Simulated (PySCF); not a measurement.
## Which determinant of LiSn⁺ lies lowest?

Unrestricted PBE0; basis Li def2-SVPD, Sn def2-SVPD with ECP28; scalar-relativistic core potentials; PySCF 2.14. Outer shells of the fragments: Li+ closed shells only; Sn 4d10 5s2 5p2.

Followed along the bond (rough minima from three points):

```
2Ms+1  unpaired  ⟨S²⟩ at the start  R at minimum (Å)  Te (eV)
    3  σ ↑, π ↑               2.00              3.02     0.00
    1      none               0.00              2.97     0.21
    1  σ ↑, π ↓               1.01              3.09     0.28
    3      π ↑↑               2.00  none in the scan   ≤ 0.95
    1      π ↑↓               1.01  none in the scan   ≤ 1.25
```

Solutions found at the starting distance of 2.735 Å, counted from the lowest of them; the search is not exhaustive and high or unbound solutions are not listed, so other states can lie among these:

```
2Ms+1  unpaired   term  E (eV)  ⟨S²⟩  ⟨Lz²⟩  μ (D)
    3  σ ↑, π ↑     ³Π    0.00  2.00   1.00  -8.38
    1      none    ¹Σ⁺    0.22  0.00   0.00  -7.89
    1  σ ↑, π ↓  mixed    0.30  1.01   1.00  -8.39
    3      π ↑↑    ³Σ⁻    0.99  2.00   0.00  -8.66
    1      π ↑↓  mixed    1.28  1.01   2.01  -8.53
    1      none  mixed    2.09  0.00   2.00  -8.06
```

A term symbol is given only where ⟨S²⟩ and ⟨Lz²⟩ are close to those of a pure state; real π, δ and φ orbitals otherwise mix terms. A positive dipole points towards Sn; it is taken about the centre of mass and depends on that origin.

Spin–orbit coupling is left out.
